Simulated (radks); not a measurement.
Polarisability of neutral platinum, [Xe] 4f14 5d9 6s1, at imaginary frequency. Calculated with a radial shooting solver on a logarithmic mesh with Libxc functionals: non-relativistic Kohn-Sham, LB94 model potential, spin-unpolarised, spherical densities, point nucleus; relativity is left out, which matters for an element this heavy. Response by self-consistent Sternheimer equations with the Hartree and adiabatic LDA kernel.

| w (hartree) | alpha1(iw) (bohr^3) |
|---|---|
| 0.00266 | 40.76 |
| 0.0143 | 40.57 |
| 0.0360 | 39.54 |
| 0.0697 | 36.65 |
| 0.118 | 31.40 |
| 0.186 | 24.82 |
| 0.280 | 18.62 |
| 0.413 | 13.60 |
| 0.605 | 9.711 |
| 0.892 | 6.675 |
| 1.35 | 4.273 |
| 2.12 | 2.429 |
| 3.59 | 1.153 |
| 6.94 | 0.4254 |
| 17.5 | 0.1037 |

Static values: alpha1 = 40.77 bohr^3 (6.041 angstrom^3; uncoupled 72.40). C6 = 350.2, triple-dipole C9 = 9287 atomic units. One-pole (London) frequency 4 C6 / (3 alpha1^2) = 0.281 hartree, against 0.317 for minus the highest occupied eigenvalue. Recommended static value: 48 bohr^3 (Schwerdtfeger and Nagle, 2023 table).

Beside tabulated values, note that spin-unpolarised runs miss the spin-polarisation part of the exchange energy of open shells.
